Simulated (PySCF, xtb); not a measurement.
C3H8FNSi, SMILES [SiH3][C@H](/C=N/C)F.

GFN2-xTB run with xtb at its own geometry gives an orbital gap of 3.71 eV and a dipole moment of 1.65 D.

Coordinates come from a B3LYP-D3(BJ)/def2-SVP optimisation. The structure was generated by enumeration; whether it is a known compound was not checked. The values are those of a single conformer.

Question: What does PySCF with ωB97X/def2-TZVP give? (Estimate from the structure and the level; the computed values follow.)

Answer: gap 11.74 eV (levels -10.13 and 1.61 eV), dipole 2.08 D.
